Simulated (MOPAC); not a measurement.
Job for MOPAC: PM6 on GaSn, 2S+1 = 4, a spin state set in the input, which need not be the lowest, a point of a bond scan (R = 2.669 Å).

```
PM6 1SCF PRECISE CHARGE=0 UHF MS=1.5 THREADS=1
GaSn

Ga     0.00000000 1     0.00000000 1     0.00000000 1
Sn     0.00000000 1     0.00000000 1     2.66884500 1
```

Output:

```
*******************************************************************************
 **                                                                           **
 **                              MOPAC v23.2.5                                **
 **                                                                           **
 *******************************************************************************
 ** MOPAC's Digital Object Identifier: https://doi.org/10.5281/zenodo.6511958 **
 **                                                                           **
 ** Please cite the open-source release paper for use of this MOPAC version:  **
 ** J. E. Moussa and J. J. P. Stewart (2026)                                  **
 ** MOPAC: An open-source semiempirical molecular orbital program             **
 ** J. Open Source Softw., 11(119), 8025, https://doi.org/10.21105/joss.08025 **
 *******************************************************************************

                              PM6 CALCULATION RESULTS

 *******************************************************************************
 *  PM6        - The PM6 Hamiltonian to be used
 *  UHF        - UNRESTRICTED HARTREE-FOCK CALCULATION
 *
 *
 *
 *                 CHARGE ON SYSTEM = 0
 *
 *
 *
 *  MS=        - IN MECI, MAGNETIC COMPONENT OF SPIN =  1.5
 *  PRECISE    - TIGHTER CRITERIA TO BE USED
 *  1SCF       - DO 1 SCF AND THEN STOP
 *  THREADS=1  - MULTI-THREADING NOT USED
 *  T=         - A TIME OF 172800.0 SECONDS REQUESTED
 *  DUMP=N     - RESTART FILE WRITTEN EVERY 7200.0 SECONDS REQUESTED
 *******************************************************************************
PM6 1SCF PRECISE CHARGE=0 UHF MS=1.5 THREADS=1
 GaSn

   ATOM   CHEMICAL          X               Y               Z
  NUMBER   SYMBOL      (ANGSTROMS)     (ANGSTROMS)     (ANGSTROMS)

     1      Ga          0.00000000  *   0.00000000  *   0.00000000  *
     2      Sn          0.00000000  *   0.00000000  *   2.66884500  *



          CARTESIAN COORDINATES

    NO.       ATOM           X           Y           Z

     1        Ga          0.0000      0.0000      0.0000
     2        Sn          0.0000      0.0000      2.6688

 General Reference for PM6:
 "Optimization of Parameters for Semiempirical Methods V: Modification of NDDO Approximations
 and Application to 70 Elements", J. J. P. Stewart, J. Mol. Mod., 13, 1173-1213 (2007)
 URL: https://link.springer.com/article/10.1007/s00894-007-0233-4

           Empirical Formula: Ga Sn  =     2 atoms



      MOLECULAR POINT GROUP   :   C*v


          UHF CALCULATION, NO. OF ALPHA ELECTRONS =    5
                           NO. OF BETA  ELECTRONS =    2

 -------------------------------------------------------------------------------
 PM6 1SCF PRECISE CHARGE=0 UHF MS=1.5 THREADS=1
 GaSn



     1SCF WAS SPECIFIED, SO BFGS WAS NOT USED
     SCF FIELD WAS ACHIEVED


                              PM6 CALCULATION
                                                       MOPAC v23.2.5 Linux




          FINAL HEAT OF FORMATION =         86.12849 KCAL/MOL =     360.36160 KJ/MOL


          COSMO AREA              =        109.71 SQUARE ANGSTROMS
          COSMO VOLUME            =        100.32 CUBIC ANGSTROMS

          IONIZATION POTENTIAL    =          7.036439 EV
          ALPHA SOMO LUMO (EV)    =         -7.036 -0.728
          BETA  SOMO LUMO (EV)    =        -11.198 -2.175
          NO. OF ALPHA ELECTRONS  =          5
          NO. OF BETA  ELECTRONS  =          2
          MOLECULAR WEIGHT        =        188.4250         POINT GROUP:  C*v

          MOLECULAR DIMENSIONS (Angstroms)

            Atom       Atom       Distance
           Sn     2   Ga     1     2.66885
           Sn     2   Ga     1     0.00000
           Ga     1   Sn     2     0.00000


          SCF CALCULATIONS        =          1





   ATOM   CHEMICAL          X               Y               Z
  NUMBER   SYMBOL      (ANGSTROMS)     (ANGSTROMS)     (ANGSTROMS)

     1      Ga          0.00000000  *   0.00000000  *   0.00000000  *
     2      Sn          0.00000000  *   0.00000000  *   2.66884500  *

                             CARTESIAN COORDINATES

   1   Ga        0.000000000     0.000000000     0.000000000
   2   Sn        0.000000000     0.000000000     2.668845000


           Empirical Formula: Ga Sn  =     2 atoms



      MOLECULAR POINT GROUP   :   C*v


          ALPHA EIGENVALUES
 -16.05813 -12.82390  -8.00161  -7.03644  -7.03644  -0.72802  -0.72802   1.02761


           BETA EIGENVALUES
 -14.99311 -11.19848  -2.17488  -1.14517  -1.14517   0.39730   0.39730   1.71958


              NET ATOMIC CHARGES AND DIPOLE CONTRIBUTIONS

  ATOM NO.   TYPE          CHARGE      No. of ELECS.   s-Pop       p-Pop
    1         Ga           0.255864        2.7441     1.91357     0.83057
    2         Sn          -0.255864        4.2559     1.87131     2.38455
 DIPOLE           X         Y         Z       TOTAL
 POINT-CHG.     0.000     0.000    -3.280     3.280
 HYBRID        -0.000     0.000     0.354     0.354
 SUM           -0.000     0.000    -2.926     2.926


          ATOMIC ORBITAL ELECTRON POPULATIONS

     Atom    s        px        py        pz
    1 Ga   1.91357   0.12809   0.12809   0.57439
    2 Sn   1.87131   0.87191   0.87191   0.64073


                    (SZ)    =    1.500000
                    (S**2)  =    3.759270


          ATOMIC ORBITAL SPIN POPULATIONS

    Atom   Total    s     px     py     pz
         Atomic
    1 Ga  0.6625  0.005  0.128  0.128  0.401
    2 Sn  2.3375  0.056  0.872  0.872  0.538

 **********************
 *                    *
 * JOB ENDED NORMALLY *
 *                    *
 **********************




 == MOPAC DONE ==
```

The run finished.

Cost: around 0.020 core-seconds (rough).
